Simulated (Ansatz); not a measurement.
CH5Si (SMILES [CH2][SiH3]) moved off its minimum; all values from Ansatz (a program for electronic structure), cores frozen in correlated methods. Open shells are unrestricted.
(charge 0, multiplicity 2)
```xyz
7

C      1.2270     0.0771    -0.2275
Si    -0.7374     0.0238    -0.0578
H      1.9679     0.5366    -0.1876
H      1.8018    -1.0146     0.2062
H     -1.0670    -0.5118     1.2477
H     -0.9476     1.5326    -0.3638
H     -1.1858    -0.7068    -1.0313
```

Forces at r2SCAN/def2-TZVPP (eV/Å):

```json
[
 {"atom": "C1", "Fx": "-11.007", "Fy": "-12.143", "Fz": "1.624"},
 {"atom": "Si2", "Fx": "4.843", "Fy": "4.755", "Fz": "2.132"},
 {"atom": "H3", "Fx": "11.132", "Fy": "8.926", "Fz": "0.102"},
 {"atom": "H4", "Fx": "-2.066", "Fy": "2.399", "Fz": "-1.303"},
 {"atom": "H5", "Fx": "-0.344", "Fy": "-0.019", "Fz": "0.569"},
 {"atom": "H6", "Fx": "-0.634", "Fy": "-1.032", "Fz": "0.521"},
 {"atom": "H7", "Fx": "-1.925", "Fy": "-2.886", "Fz": "-3.645"}
]
```

**Question.** Give the forces (eV/Å), the total energy and the dipole at CCSD(T)/cc-pV(T+d)Z.

**Answer.** 
```tsv
atom	Fx	Fy	Fz
C1	-10.907	-12.188	1.608
Si2	4.717	4.765	2.145
H3	11.163	9.005	0.102
H4	-2.065	2.358	-1.295
H5	-0.342	0.011	0.504
H6	-0.638	-1.085	0.539
H7	-1.929	-2.867	-3.603
```
Energy -329.9170 hartree, dipole 0.70 D.
